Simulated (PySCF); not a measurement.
# Gas-phase thermal properties of AuCl

Computed with PySCF (xtb for GFN2) and rigid-rotor harmonic-oscillator thermochemistry at 1 bar. All species are closed-shell singlets. Au: scalar-relativistic def2 core potential, no spin-orbit coupling. The harmonic model lacks anharmonicity and excited electronic states, which grow with temperature; levels with a mode under 35 cm⁻¹ are left out.

```
level           point group  σ  ZPE (kJ/mol)  S°298 (J/mol/K)  Cp298 (J/mol/K)  S°1000 (J/mol/K)  H1000 − H298 (kJ/mol)
--------------  -----------  -  ------------  ---------------  ---------------  ----------------  ---------------------
GFN2-xTB                C∞v  1           1.7            253.8             36.2             298.5                   26.0
PBE/def2-SVP            C∞v  1           2.1            252.7             35.7             297.2                   25.9
PBE0/def2-TZVP          C∞v  1           2.2            252.2             35.6             296.5                   25.8
```
σ: rotational symmetry number. Electronic degeneracy used: 1. Frequencies are unscaled.
